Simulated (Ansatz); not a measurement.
Relaxation of CH₃BClO (7 atoms, charge 0, multiplicity 2), to a largest force component of 0.02 eV/Å in at most 40 steps.

Level of theory: Ansatz, UKS r2SCAN/STO-3G.

```xyz
7
Properties=species:S:1:pos:R:3
C -0.051 0.695 -0.096
B 0.160 -0.803 0.170
O 1.192 -1.202 1.075
Cl -0.791 -2.075 -0.664
H -0.935 0.851 -0.843
H -0.358 1.264 0.843
H 0.843 1.202 -0.530
```

Where does it end, and by what steps?

The forces met the threshold. The force dipped under the threshold on the way, but the program's further checks kept it going. Limits of this set-up: minimal basis. After 13 steps the energy has fallen by 0.324 eV; Cl4 moved furthest, 0.67 Å.

| step | energy less start (eV) | largest force component (eV/Å) | accepted |
| --- | --- | --- | --- |
| 0 | 0.0000 | 2.555 | yes |
| 1 | -0.2159 | 1.813 | yes |
| 2 | -0.2638 | 0.638 | yes |
| 3 | -0.2951 | 0.223 | yes |
| 4 | -0.2994 | 0.159 | yes |
| 5 | -0.3059 | 0.184 | yes |
| 6 | -0.3170 | 0.023 | yes |
| 7 | -0.3157 | 0.275 | no |
| 8 | -0.3193 | 0.059 | yes |
| 9 | -0.3202 | 0.210 | yes |
| 10 | -0.3180 | 0.296 | no |
| 11 | -0.3230 | 0.076 | yes |
| 12 | -0.3239 | 0.004 | yes |
| 13 | -0.3241 | 0.016 | yes |

```xyz
7
Properties=species:S:1:pos:R:3
C -0.065 0.729 -0.103
B 0.220 -0.810 0.129
O 1.443 -1.251 0.483
Cl -1.084 -2.048 -0.065
H -0.449 0.890 -1.122
H -0.837 1.077 0.599
H 0.834 1.345 0.033
```

Run time: 88 s on 1 thread of Arm Neoverse N1, on a shared host, peak memory 0.19 GiB.
